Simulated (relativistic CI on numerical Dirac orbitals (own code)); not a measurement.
## Os3+ (5d5) in a crystal field

Calculated by Dirac-Coulomb-Breit CI, KLI orbitals optimised for each configuration, QED by a radiative potential, valence Slater integrals scaled by 0.75, one configuration in a parametric crystal field (own radial code).

Field parameters in Wybourne normalisation: Td as Oh with Dq negative (B⁴₀ = 21Dq, B⁴₄ = √(5/14) B⁴₀). The field is a parameter set, without covalency.

S is read from ⟨S²⟩ = S(S + 1).

Levels (cm⁻¹, degeneracy): 0 (4), 79 (2), 9200 (4), 12278 (2), 13407 (2), 13630 (4), 15999 (2), 16719 (2), 16781 (4), 17036 (4), 18143 (4), 18298 (2).

**Question.** Which field gives this pattern?
A. Td, 10Dq = -5600 cm⁻¹
B. Td, 10Dq = -15600 cm⁻¹
C. Td, 10Dq = -13100 cm⁻¹
D. Td, 10Dq = -8100 cm⁻¹

**Answer.** D. Td, 10Dq = -8100 cm⁻¹, ground level with S = 2.32.
